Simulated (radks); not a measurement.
Results of a calculation; reference values are marked as such.
Question: These are the eigenvalues of the occupied orbitals of an atom or ion with whole-number occupations (hartree). Code: a radial shooting solver on a logarithmic mesh with Libxc functionals. Model: non-relativistic Kohn-Sham, Slater X-alpha with alpha = 0.792, spin-polarised, spherical densities, point nucleus.

1s up: -55.71285
1s down: -55.71053
2s up: -4.03619
2s down: -4.03300
2p up: -2.66032
2p down: -2.65618
3s up: -0.30197
3s down: -0.25606
3p up: -0.11338

Which element is it, and in what charge state? The configuration may be excited. Open shells, if any, are filled with parallel spins first.

Answer: Z = 13, aluminium, charge 0: Al in [Ne] 3s2 3p1. The list shows which subshells hold electrons but not how many an open one holds; the 1s level, -55.713 hartree, gives Z - s = 10.6 by -(Z - s)^2/2, which with screening narrows Z to a few neighbours, and the depths of the outer levels then fix element, charge and occupations together.
